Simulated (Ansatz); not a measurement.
CH9BO3Si2, singlet, geometry from GFN2-xTB; CASSCF(4,4)/STO-3G (Ansatz, a program for electronic structure).

The Ansatz input:
Ansatz 0.2 input:
```yaml
crystal:
  periodic: [false, false, false]
  atoms:
    - {symbol: B, position_ang: [0.10202094, -0.04975242, 0.08381435]}
    - {symbol: O, position_ang: [1.13355474, 0.79428744, 0.37720252]}
    - {symbol: C, position_ang: [1.26749263, 2.08129781, -0.17992062]}
    - {symbol: H, position_ang: [0.31489700, 2.61752283, -0.17771365]}
    - {symbol: H, position_ang: [1.99499889, 2.61891659, 0.42894330]}
    - {symbol: H, position_ang: [1.63047013, 2.01541800, -1.20926161]}
    - {symbol: O, position_ang: [0.09696221, -1.25001653, 0.68137412]}
    - {symbol: Si, position_ang: [0.94813465, -2.14178254, 1.72992561]}
    - {symbol: H, position_ang: [2.31412973, -2.33769525, 1.24022557]}
    - {symbol: H, position_ang: [0.17192136, -3.38002755, 1.73163033]}
    - {symbol: H, position_ang: [0.96718274, -1.48799513, 3.04012716]}
    - {symbol: O, position_ang: [-0.89184367, 0.26092038, -0.75522751]}
    - {symbol: Si, position_ang: [-1.80786615, 1.09358988, -1.77716423]}
    - {symbol: H, position_ang: [-0.95798775, 1.86458182, -2.69246673]}
    - {symbol: H, position_ang: [-2.63658889, 1.99736115, -0.97580185]}
    - {symbol: H, position_ang: [-2.58722907, 0.08605993, -2.49068291]}
basis:
  gaussian:
    orbitals: STO-3G
hamiltonian:
  xc: hf
magnetization: {spin_polarized: false}
correlation: {active_space: {window: {electrons: 4, orbitals: 4}}}
```

Problem. Write the output that Ansatz gives for this input, abridged.

Solution. 
```
Functional definition: HF
679 factors; integrals over basis functions are off by at most 3.9e-5 eV
mean field evaluation 1: about -23397.4583 eV, gradient 3.1e1 eV
mean field evaluation 2: about -23397.6865 eV, gradient 3.1e1 eV
mean field evaluation 4: about -23400.8559 eV, gradient 1.6e0 eV
mean field evaluation 8: about -23400.8651 eV, gradient 3.8e-2 eV
mean field -23400.86514335 eV, -859.9659323421 hartree, gradient 1.5e-6 eV, S^2 0.000000; 0 other end points of the search recorded, 0 dependent functions left out
reference -23400.86514335 eV, -859.9659323421 hartree; 36, 36 occupied and 16, 16 virtual orbitals, 679 factors
state -23401.81513118 eV, -860.0008437508 hartree
Total energy: -23401.81513118 eV, -860.0008437508 hartree
```
